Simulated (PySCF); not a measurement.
Ionisation energy of S(2+) by level of theory

S(2+) [Ne] 3s2 3p2 (3P) → S(3+) [Ne] 3s2 3p1 (2P), as a difference of total energies. Calculation: PySCF 2.14, in dyall-acv3z (19s12p6d4f, 113 functions); the non-relativistic Hamiltonian (point nucleus). Correlated levels: valence: [Ne] frozen; virtual orbitals above 40 to 60 times the deepest correlated orbital energy dropped. The calculations carry no spin-orbit coupling.

Problem. Order these methods by the ionisation energy they give, lowest first.
A. UHF
B. MP2 (valence)
C. CCSD (valence)
D. CCSD(T) (valence)

Solution. A (34.159 eV), B (34.653 eV), C (34.694 eV), D (34.728 eV).

A first-order spin-orbit estimate (lowest level to lowest level, LS coupling) adds -0.009 eV.

Errors of the correlated levels include the incompleteness of this basis and the frozen core.

For comparison: 34.86 ± 0.04 eV (semi-empirical (NIST evaluation); NIST Atomic Spectra Database, ionization energies).
